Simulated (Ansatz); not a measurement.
RuO4(NH3) (RuNO₄H₃). Total charge 0; singlet. Geometry PBE-D4/def2-SVP; atoms count from 1.

```xyz
9

Ru   -0.6759    0.9744   -0.0752
O    -1.6433    2.3677   -0.1830
N     0.7590   -1.0932    0.0847
H     1.1334   -1.2165    1.0344
H     1.5581   -1.0446   -0.5607
H     0.2211   -1.9377   -0.1495
O     0.8314    1.5788    0.4497
O    -0.6861    0.3616   -1.6682
O    -1.4979    0.0096    1.0679
```

In the def2 sets Ru takes a core potential; there is no spin–orbit coupling. The restricted singlet is unstable towards broken spin symmetry at other levels; at PBE0-D4/def2-TZVP this wasn't settled.

Q: Estimate the Mulliken populations from the PBE0/def2-TZVP orbitals of Ansatz.

A: 
| atom | charge (e) | d electrons |
| --- | --- | --- |
| Ru1 | 1.63 | 5.49 |
| O2 | -0.41 | – |
| N3 | -0.63 | – |
| H4 | 0.27 | – |
| H5 | 0.27 | – |
| H6 | 0.27 | – |
| O7 | -0.47 | – |
| O8 | -0.47 | – |
| O9 | -0.47 | – |
Mulliken values depend strongly on the basis.

Q: And the Mayer bond orders between heavy atoms (over 0.3)?

A: Ru1–O2 1.55 (1.70 Å); Ru1–O7 1.52 (1.71 Å); Ru1–O8 1.52 (1.71 Å); Ru1–O9 1.52 (1.71 Å).
